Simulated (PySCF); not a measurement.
Predicted microwave data (PBE0-D3(BJ)/def2-SVP geometry optimisation, gas phase in PySCF 2.14.0) for one isomer of C2H8NPSi:

| Quantity | Value |
| --- | --- |
| Rotational constants | A = 3891, B = 1981, C = 1444 MHz |
| Dipole components | \|μa\| = 1.25 D, \|μb\| = 0.89 D, \|μc\| = 0.26 D |
| Inertial defect | -35.14 u·Å² |
| κ | -0.56 |

Question: Which candidate fits, each taken in the one conformer that was computed?
A. `[CH2:1]=[CH:2][Si@H:3]([NH2:4])[PH2:5]` with C1–C2–Si3–N4 -121°, C2–Si3–N4–H 68° and -75°, C2–Si3–P5–H -154° and -59°
B. `[CH3:1]/[N:2]=[CH:3]\[SiH2:4][PH2:5]` with N2–C3–Si4–P5 67°, C3–Si4–P5–H 158° and 64°

Answer: A. It is C=C[Si@H](N)P, an asymmetric top, point group C1. The candidates at the same level (rigid rotor, commonest isotopes):

```csv
SMILES,A (MHz),B (MHz),C (MHz),μa (D),μb (D),μc (D),Δ (u·Å²),point group,rotor
C/N=C\[SiH2]P,4635,1764,1468,0.93,0.42,0.48,-51.13,C1,asymmetric top
C=C[Si@H](N)P,3891,1981,1444,1.25,0.89,0.26,-35.14,C1,asymmetric top
```

`C/N=C\[SiH2]P` has A 19 % too high. No structure here is proved a minimum.
